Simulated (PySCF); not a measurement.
Structure problem from calculated spectra and properties.

Formula: CH10SSi3.

| Quantity | Value |
| --- | --- |
| UV, strongest line | among the 6 lowest singlet transitions: S5 at 6.95 eV (178 nm, f = 0.031) [TDDFT PBE0/def2-SVPD] |
| NMR, other nuclei | isotropic shieldings of nuclei other than C and H, by class: 372 (1 Si), 408 (1 Si), 424 (1 Si), 834 (1 S) ppm [GIAO PBE0/pcSseg-1] |
| 13C NMR | chemical shifts (computed TMS as zero) by class: -9.6 (1 C) ppm [GIAO PBE0/pcSseg-1] |
| Triplet | lowest triplet excitation (Tamm–Dancoff): 5.48 eV [TDA PBE0/def2-SVPD] |
| 1H NMR | chemical shifts (computed TMS as zero) by class: 4.96 (2 H), 4.62 (3 H), 4.11 (3 H), 0.11 (2 H) ppm [GIAO PBE0/pcSseg-1] |
| Dipole | 1.21 D [PBE0/def2-SVPD] |
| UV, first state | lowest singlet excitation: 5.81 eV (214 nm, f = 0.014) [TDDFT PBE0/def2-SVPD] |
| Rotational structure | rotational constants A, B, C: 4.458, 0.787, 0.721 GHz [GFN2-xTB] |
| Polarisability | 115.6 au [PBE0/def2-SVPD] |

Gas-phase values; electronic properties from PySCF, density fitting. Levels stand in brackets. The structure is a single GFN2-xTB conformer in the gas phase; no vibrational or solvent corrections. NMR values are class means; diastereotopic atoms form classes of their own.

**Question.** Propose a structure and show how it fits.

**Answer.** Numbering: `[SiH3:1][CH2:2][SiH2:3][S:4][SiH3:5]`. Its formula, CH10SSi3, gives 0 degrees of unsaturation, so no ring and no π bond. The one carbon: sp3 carbon bound to silicon [C2] (-9.6 ppm). Hydrogen classes from least to most shielded: 2 H on an SiH2 silicon, Si3 (4.96 ppm), 3 H on an SiH3 silicon, Si5 (4.62 ppm), 3 H on an SiH3 silicon, Si1 (4.11 ppm), 2 H on an sp3 carbon bound to silicon, C2 (0.11 ppm). The other shieldings belong to: 372 ppm, SiH2 silicon [Si3]; 408 ppm, SiH3 silicon [Si5]; 424 ppm, SiH3 silicon [Si1]; 834 ppm, sulfur bonded to 2 Si [S4]. The optimised geometry has point group C1 and is an asymmetric top. Structure: `[SiH3]C[SiH2]S[SiH3]`. Computed isomers that give other values at the same levels: `CS[SiH2][SiH2][SiH3]` (13C chemical shifts (computed TMS as zero) by class: 15.6 (1 C) ppm); `C[SiH2]S[SiH2][SiH3]` (13C chemical shifts (computed TMS as zero) by class: -3.6 (1 C) ppm). The assignments are read from this structure; whether some other isomer fits the data as well wasn't checked.

Shape of the structure used: `[SiH3:1][CH2:2][SiH2:3][S:4][SiH3:5]`: Si1–C2–Si3–S4 64°, C2–Si3–S4–Si5 -178°.
